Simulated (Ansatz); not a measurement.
System: bis(ethenyl)borinic acid, C4H7BO, charge 0, multiplicity 1. 
Coordinates optimised at B3LYP-D3(BJ)/def2-TZVP (Ansatz, a program for electronic structure):
```xyz
13

C      2.5346    -0.3157    -0.0898
C      1.3031    -0.8205     0.0139
B      0.0180     0.0561     0.0729
O      0.1773     1.4135     0.0237
C     -1.4010    -0.5974     0.1721
C     -2.5428     0.0124    -0.1508
H      3.4202    -0.9404    -0.1343
H      2.6957     0.7557    -0.1338
H      1.2014    -1.9029     0.0539
H     -0.6462     1.9041     0.1098
H     -1.4667    -1.6380     0.4833
H     -3.5074    -0.4801    -0.1001
H     -2.5683     1.0397    -0.5058
```

Parts of the frozen-core correlation energy in STO-3G (Ansatz, hartree). Frozen orbitals: 6; correlated occupied orbitals by spin: 16 and 16; virtual: 15 and 15. Spin-orbit coupling is left out. Non-relativistic. The restricted reference is unstable.

| term | value |
|---|---|
| reference (HF) | -251.88667 |
| MP2 opposite-spin | ? |
| MP2 same-spin | ? |
| CCSD correlation | -0.39591 |
| (T) | ? |
| T1 diagnostic | 0.015 |
| largest doubles amplitude | 0.104 |

### Question
Some entries are withheld; supply them.

### Answer

- MP2 opposite-spin, value: -0.26389
- MP2 same-spin, value: -0.05159
- (T), value: -0.00661
